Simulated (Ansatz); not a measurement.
`FC#[C][GeH2][SiH3]` → 2 C• + F• + Ge• + 5 H• + Si•  (atomization)

Computed with Ansatz on PBE0-D4/def2-TZVP structures; ΔE is electronic, products minus reactants. CBS: MP2 limit from def2 TZ/QZ plus the TZ coupled-cluster correction, frozen cores. This one scheme is used for every species, atoms too. Functionals use def2-TZVPP. B3LYP here is the variant with VWN-RPA as its local correlation; programs differ in this. Open shells (•) are unrestricted, without spin–orbit coupling. Spin–orbit coupling would lower the free atoms: a little for C, F, Si; clearly for Ge. Bonds to Ge are less sure, by a few kJ/mol each and by 10 to 20 or more in all where they break to atoms, as the def2 sets lack core-valence functions. Scalar relativity is left out up to krypton.

```tsv
level	ΔE (kJ/mol)	difference from CCSD(T)/CBS
PBE-D4	3410.0	58.4
revPBE-D4	3319.0	-32.6
r2SCAN-D4	3358.5	6.9
PBE0-D4	3341.9	-9.7
BHLYP-D4	3232.0	-119.6
CAM-B3LYP-D4	3351.4	-0.2
B2PLYP	3308.5	-43.1
PBE-QIDH	3326.4	-25.2
BLYP	3289.0	-62.6
B3LYP	3300.7	-50.9
BHLYP	3204.1	-147.5
CCSD(T)/def2-SVP	3157.6	-194.0
SCS-MP2/def2-TZVPP	3308.4	-43.2
CCSD/def2-TZVPP	3212.1	-139.5
HF/def2-QZVPP	2387.0	-964.6
HF/CBS(def2)	2387.5	-964.1
CCSD(T)/CBS	3351.6	0
```

Largest T1 diagnostic among the species: 0.013.

From PBE to PBE0 (25 % exact exchange), in def2-TZVPP and without D4, ΔE moves by −65.2 kJ/mol: exact exchange takes away binding that semilocal exchange gives to molecules. Leaving LDA and LC-ωPBE aside and taking each functional with its dispersion term where it has one, the values spread over 178.1 kJ/mol, from BHLYP-D4 to PBE-D4. LDA lies +474.8 kJ/mol from PBE without D4, its usual overbinding. The D4 term adds +33.4 kJ/mol with B3LYP and +17.7 kJ/mol with PBE0; it sums over pairs of atoms, weighted by their polarisabilities, and B3LYP, whose exchange is more repulsive, gets the larger term.

For atomizations the MP2-based limit and the directly extrapolated one differ by several kJ/mol either way, and by 10 to 25 for some Ge, Se and Sn compounds, so smaller differences from it don't rank the levels.
